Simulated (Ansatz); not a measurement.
Geometry optimisation, RKS B3LYP-D4/def2-SVP (Ansatz 0.2.0).

Input file:

```yaml
crystal:
  periodic: [false, false, false]
  atoms:
    - { symbol: Br, position_ang: [0.0131, -0.0226, -2.0436] }
    - { symbol: C, position_ang: [-0.022, -0.0031, 0.4096] }
    - { symbol: O, position_ang: [-1.0898, -0.3971, 0.8605] }
    - { symbol: H, position_ang: [0.8725, -0.6505, 0.3975] }
    - { symbol: H, position_ang: [0.2262, 1.0733, 0.3761] }
total_charge: -1
basis:
  gaussian: { orbitals: def2-SVP }
hamiltonian:
  xc: b3lyp
  dispersion: d4
relax:
  f_tol: 0.02
  max_steps: 40
scf:
  lower_state_search: "off"
output:
  orbitals: {}
```

Launched with:

```bash
$ ansatz run input.yaml --threads 1 --pin off --max-ram 2048MiB --backend cpu --events-out ev --progress --plain --runs-dir out
```

Where does it end, and by what steps?

The run converged. Limits of this set-up: an anion without diffuse functions, the dipole of an ion depends on the origin. After 7 steps the energy has fallen by 0.240 eV; Br1 moved furthest, 0.42 Å.

| step | energy less start (eV) | largest force component (eV/Å) | accepted |
| --- | --- | --- | --- |
| 0 | 0.0000 | 0.950 | yes |
| 1 | -0.1732 | 0.947 | yes |
| 2 | -0.1182 | 1.485 | no |
| 3 | -0.2067 | 0.734 | yes |
| 4 | -0.2366 | 0.220 | yes |
| 5 | -0.2393 | 0.164 | yes |
| 6 | -0.2400 | 0.028 | yes |
| 7 | -0.2400 | 0.003 | yes |

```xyz
5
Properties=species:S:1:pos:R:3
Br 0.215 0.049 -2.402
C -0.062 -0.015 0.589
O -1.045 -0.376 1.204
H 0.773 -0.702 0.316
H 0.119 1.044 0.293
```

Whether the end is a true minimum wasn't checked by a vibrational analysis.

Time of the run: 13 s on 1 thread of Arm Neoverse V1, on a shared host, peak memory 0.12 GiB.
